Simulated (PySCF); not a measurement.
C₂H₅NO₂Si.
SMILES: `C(=N/[SiH2]O)/C=O`

Jobs on this species (11 atoms, 54 electrons) with PySCF (density fitting). Hardware of each: an Arm Neoverse V1 with one thread (shared host). The host was shared with other jobs, so the times are rough. Peak memory is the resident size of the whole Python process, interpreter and libraries included.

```
                                                                 level and settings                                                          work  basis functions  SCF cycles  wall time  peak memory
delta-SCF UKS SCAN, def2-TZVP on the ionised atom, pcseg-1 elsewhere, spin-free X2C                                 ΔSCF core ionisation, 7 holes              132           ?          ?            ?
    delta-SCF UKS SCAN, pcX-2 on the ionised atom, pcseg-1 elsewhere, spin-free X2C                                 ΔSCF core ionisation, 7 holes              155           ?          ?            ?
   delta-SCF UKS B3LYP, pcX-2 on the ionised atom, pcseg-1 elsewhere, spin-free X2C                                 ΔSCF core ionisation, 7 holes              155         117       58 s     0.63 GiB
                                                 PBE0-D3(BJ)/def2-SVP, grid level 1  geometry optimisation from a GFN2-xTB start shaken at random              113          77       51 s     0.47 GiB
    delta-SCF UKS SCAN, pcX-1 on the ionised atom, pcseg-1 elsewhere, spin-free X2C                                 ΔSCF core ionisation, 7 holes              135         143       41 s     0.47 GiB
 delta-SCF UKS SCAN, pcX-2 on the ionised atom, pcseg-1 elsewhere, non-relativistic                                 ΔSCF core ionisation, 7 holes              155         140       47 s     0.50 GiB
     delta-SCF UKS PBE, pcX-2 on the ionised atom, pcseg-1 elsewhere, spin-free X2C                                 ΔSCF core ionisation, 7 holes              155         143       30 s     0.52 GiB
    delta-SCF UKS PBE0, pcX-2 on the ionised atom, pcseg-1 elsewhere, spin-free X2C                                 ΔSCF core ionisation, 7 holes              155         115       55 s     0.63 GiB
```

Problem. Fill in the missing figures.

Solution. 
- delta-SCF UKS SCAN, def2-TZVP on the ionised atom, pcseg-1 elsewhere, spin-free X2C; ΔSCF core ionisation, 7 holes: 46 s, 0.47 GiB, 141 SCF cycles
- delta-SCF UKS SCAN, pcX-2 on the ionised atom, pcseg-1 elsewhere, spin-free X2C; ΔSCF core ionisation, 7 holes: 50 s, 0.56 GiB, 141 SCF cycles

Problem. What do all jobs in the table cost together?

Solution. About 6.3 min; the longest takes about 15 % of that, and about 1.9 times as long as the shortest.
